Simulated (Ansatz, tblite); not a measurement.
Hf oxide hydroxide: gap (eV) at several levels, gas phase, relaxed structures; Ansatz, xTB through tblite. Clusters are the lowest isomers that short searches found in that spin, judged at the geometry's level. Core potentials for Hf in the def2 sets, no spin–orbit coupling. The structures are stationary points that may keep the symmetry of their start.

```
                   species    state            geometry  GFN1-xTB  GFN2-xTB  PBE-D4/def2-TZVP  PBE-D4/def2-TZVPD  PBE0-D4/def2-TZVP  PBE0-D4/def2-TZVPD
 HfO3H2 (with an O–O bond)  singlet  B3LYP-D4/def2-TZVP      2.72      2.96              2.90               2.92               5.30                5.32
 HfO4H4 (with an O–O bond)  singlet  r2SCAN-D4/def2-SVP      4.07      4.59              4.27               4.20               7.15                6.97
Hf2O5H2 (with an O–O bond)  singlet  r2SCAN-D4/def2-SVP      2.35      2.71              2.29               2.31               4.53                4.54
```

Over the 3 species that have every level, the mean is 3.05 at GFN1-xTB, 3.42 at GFN2-xTB, 3.15 at PBE-D4/def2-TZVP, 3.14 at PBE-D4/def2-TZVPD, 5.66 at PBE0-D4/def2-TZVP, 5.61 at PBE0-D4/def2-TZVPD. Orbital gaps grow with the share of exact exchange and aren't one observable across functionals.
